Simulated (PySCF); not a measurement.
**`CO[C@@H]1C[C@H]1C#N`, C$_{5}$H$_{7}$NO**

Cartesian coordinates in Å; atom numbers follow the order of the lines, from 1:
```xyz
14

C     2.1575    0.1532    0.0221
O     1.1060   -0.6946    0.4315
C    -0.1303   -0.0770    0.4275
C    -1.3416   -0.9353    0.3509
C    -0.9556   -0.1056   -0.8552
C    -1.7211    1.0348   -1.1997
N    -2.3258    1.9705   -1.4661
H     2.2373    1.0250    0.6814
H     3.0686   -0.4376    0.0843
H     2.0133    0.5008   -1.0071
H    -0.1789    0.8390    1.0160
H    -1.1893   -2.0000    0.2724
H    -2.2137   -0.6412    0.9146
H    -0.5271   -0.6325   -1.6998
```

Method used: PySCF 2.14.0, TDDFT BHandHLYP/def2-SVPD circular dichroism and optical rotation, one conformer, gas phase. Geometry: GFN2-xTB.

The molecule is flexible and this is one conformer; a measurement averages over conformers.

(1) Draw the ECD and absorption spectra from the lowest 8 states, each a Gaussian of half-width 0.35 eV at 1/e height.

Results:

(1) 
| E (eV) | λ (nm) | Δε (L mol⁻¹ cm⁻¹) | ε (L mol⁻¹ cm⁻¹) |
| --- | --- | --- | --- |
| 6.62 | 187 | +0.06 | 5.91 |
| 6.77 | 183 | +0.16 | 20.5 |
| 6.92 | 179 | +0.34 | 66.9 |
| 7.07 | 175 | +0.59 | 224 |
| 7.22 | 172 | +0.86 | 675 |
| 7.37 | 168 | +0.84 | 1580 |
| 7.52 | 165 | -0.35 | 2690 |
| 7.67 | 162 | -2.93 | 3330 |
| 7.82 | 159 | -4.42 | 3090 |
| 7.97 | 156 | -1.44 | 2320 |
| 8.12 | 153 | +5.66 | 1700 |
| 8.27 | 150 | +12.51 | 1670 |
| 8.42 | 147 | +15.35 | 2550 |
| 8.57 | 145 | +14.73 | 4630 |
| 8.72 | 142 | +14.55 | 7580 |

Δε uses R in velocity form, ε uses f in length form. Only the states computed contribute, so the short-wavelength end is incomplete.
